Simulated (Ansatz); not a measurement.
Total energies of C₅H₄ClF₅O₂Ti, SMILES `CC1=CC(C(F)(F)F)=[O+][Ti-]([F])([F])([Cl])[O]1`.

Z-matrix (Å, degrees):
```
Ti
O 1 1.949
F 1 1.747 2 126.5
Cl 1 2.195 2 116.7 3 -163.7
C 1 2.986 2 17.7 3 -83.2
F 1 1.753 2 86.3 3 96.5
O 1 2.038 2 80.7 3 -77.9
C 5 1.531 1 140.3 2 -4.4
C 5 1.367 1 99.2 2 177.3
C 7 1.254 1 136.2 2 -6.4
F 8 1.329 5 110.1 1 -57.3
F 8 1.333 5 111.9 1 -177.6
F 8 1.330 5 110.0 1 62.2
H 9 1.078 5 120.1 1 178.3
C 10 1.489 7 117.3 1 -175.2
H 15 1.092 10 109.1 7 -53.8
H 15 1.093 10 108.6 7 62.4
H 15 1.088 10 112.4 7 -176.2
```

Total charge 0; spin multiplicity 1. Correlated methods include outer-core shells of Ti, which these sets cover unevenly. Scalar relativity is left out up to krypton. The geometry is a stationary point of PBE0-D4/def2-TZVP. Basis def2-TZVPP, Ansatz.

RPA on PBE orbitals: Hartree–Fock energy of these orbitals -2146.90035 Eh, correlation -4.75409 Eh (frozen core).

| functional | kind | energy without D4 (Eh) | D4 term (kJ/mol) |
| --- | --- | --- | --- |
| PBE | GGA | -2151.69803 | -58.7 |
| r2SCAN | meta-GGA | -2152.53408 | -16.4 |
| PBE0 | global hybrid, 25 % exact exchange | -2151.73262 | -50.6 |
| B3LYP | global hybrid, 20 % | -2152.97599 | -93.2 |
| r2SCANh | meta-GGA hybrid, 10 % | -2152.46280 | -17.4 |
| r2SCAN0 | meta-GGA hybrid, 25 % | -2152.36188 | -19.1 |
| HSE06 (plane-wave form) | screened hybrid | -2151.68046 | -47.4 |
| BHLYP | global hybrid, 50 % | -2152.52274 | -71.4 |
| CAM-B3LYP | range-separated hybrid | -2152.73490 | -51.8 |
| LC-ωPBE | long-range corrected hybrid | -2152.13253 | – |
| ωB97X-V | range-separated hybrid GGA with VV10 | -2152.48015 | – |
| ωB97M-V | range-separated hybrid meta-GGA with VV10 | -2152.64273 | – |
| B2PLYP | double hybrid | -2152.13801 | – |
| PBE-QIDH | double hybrid | -2151.42041 | – |

(1) Give the same for LDA (SPW92), revPBE, BLYP, B97M-V. (Estimate.)

B3LYP takes the VWN-RPA correlation (the form of Gaussian; ORCA's B3LYP/G). HSE06 is the plane-wave form, built on full-range PBE exchange. The double hybrids freeze the cores in their second-order part.

Results:

(1) The calculation gave: 
```
 functional                kind  energy without D4 (Eh)  D4 term (kJ/mol)
LDA (SPW92)                 LDA             -2143.50781                 –
     revPBE                 GGA             -2152.49643            -171.1
       BLYP                 GGA             -2152.86299            -125.5
     B97M-V  meta-GGA with VV10             -2152.41909                 –
```

LC-ωPBE has ω = 0.4 bohr⁻¹.
